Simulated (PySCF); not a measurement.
```xyz
3
charge 0 multiplicity 1, angstrom
Tl    0.0000    0.0000    0.1261
O     0.0000    0.0000   -1.7247
H     0.0000    0.0000    1.7748
```

These are results of PySCF, PBE0, basis Tl def2-TZVP with ECP60, O def2-TZVP, H def2-TZVP (scalar-relativistic core potentials, no spin–orbit coupling, density fitting), not measurements.

This geometry of HTlO is a stationary point at this level.

(1) What is the point group?

(2) Is it a minimum?

(3) Which band is strongest in the infrared?

(4) What are the dipole moment and the gap between the highest occupied and lowest empty levels?

## Answers

(1) C∞v.

(2) Yes: all harmonic wavenumbers are real.

(3) 2039 cm⁻¹ (σ+), 146 km/mol.

(4) 4.76 D and 5.92 eV.

Other isomers or separated fragments may lie lower. No spin–orbit coupling is included, which matters more the heavier the element.
